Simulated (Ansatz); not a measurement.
Geometry optimisation, Ansatz, UKS r2SCAN-D4/STO-3G.

input.yaml

```yaml
crystal:
  periodic: [false, false, false]
  atoms:
    - { symbol: "N", position_ang: [-0.7888, -0.0424, 1.5348] }
    - { symbol: C, position_ang: [0.3407, 0.0834, 0.7052] }
    - { symbol: O, position_ang: [1.2641, 0.6872, 1.5351] }
    - { symbol: Si, position_ang: [0.974, -1.6448, 0.0353] }
    - { symbol: "N", position_ang: [0.0882, 1.0618, -0.3253] }
    - { symbol: Si, position_ang: [-0.928, 1.0933, -1.662] }
    - { symbol: H, position_ang: [-1.5731, -0.391, 0.9844] }
    - { symbol: H, position_ang: [-0.6176, -0.6192, 2.2876] }
    - { symbol: H, position_ang: [0.7696, 1.4193, 1.9798] }
    - { symbol: H, position_ang: [-0.2065, -2.2584, -0.7325] }
    - { symbol: H, position_ang: [1.1684, -2.5824, 1.1935] }
    - { symbol: H, position_ang: [2.1198, -1.5326, -0.82] }
    - { symbol: H, position_ang: [0.9427, 1.4633, -0.6018] }
    - { symbol: H, position_ang: [-2.2658, 0.5228, -1.2583] }
    - { symbol: H, position_ang: [-1.0339, 2.4537, -2.1445] }
    - { symbol: H, position_ang: [-0.2767, 0.2633, -2.667] }
magnetization:
  spin_polarized: true
basis:
  gaussian: { orbitals: STO-3G }
hamiltonian:
  xc: r2scan
  dispersion: d4
relax:
  f_tol: 0.02
  max_steps: 40
```

Launched with:

```bash
$ ansatz run input.yaml --threads 1 --pin off --max-ram 2048MiB --backend cpu --events-out ev --progress --plain --runs-dir out
```

Question: Where does it end, and by what steps?

Answer: The run converged. The force dipped under the threshold on the way, but the program's further checks kept it going. Limits of this set-up: minimal basis. After 18 steps the energy has fallen by 1.601 eV; H8 moved furthest, 0.56 Å.

```csv
step,energy less start (eV),largest force component (eV/Å),accepted
0,0.0000,5.608,yes
1,-1.3135,1.413,yes
2,-1.5068,1.179,yes
3,-1.5668,0.621,yes
4,-1.5851,0.296,yes
5,-1.5934,0.250,yes
6,-1.5970,0.122,yes
7,-1.5984,0.030,yes
8,-1.5990,0.032,yes
9,-1.5996,0.035,yes
10,-1.6001,0.048,yes
11,-1.6003,0.022,yes
12,-1.6004,0.034,yes
13,-1.6007,0.018,yes
14,-1.6008,0.024,yes
15,-1.6009,0.042,yes
16,-1.6011,0.041,yes
17,-1.6012,0.029,yes
18,-1.6012,0.020,yes
```

```xyz
16
Properties=species:S:1:pos:R:3
N -0.891 0.056 1.652
C 0.357 0.117 0.753
O 1.472 0.529 1.601
Si 0.925 -1.581 0.011
N 0.082 1.268 -0.211
Si -0.913 0.952 -1.658
H -1.713 0.107 0.981
H -0.950 -0.950 1.990
H 1.021 1.292 2.120
H -0.186 -2.179 -0.697
H 1.324 -2.469 1.080
H 2.024 -1.393 -0.910
H 1.040 1.587 -0.512
H -2.167 0.379 -1.221
H -1.138 2.220 -2.317
H -0.309 0.040 -2.618
```

Whether the end is a true minimum wasn't checked by a vibrational analysis.

Run time: 3.9 min on 1 thread of Arm Neoverse V1, on a shared host, peak memory 0.26 GiB.
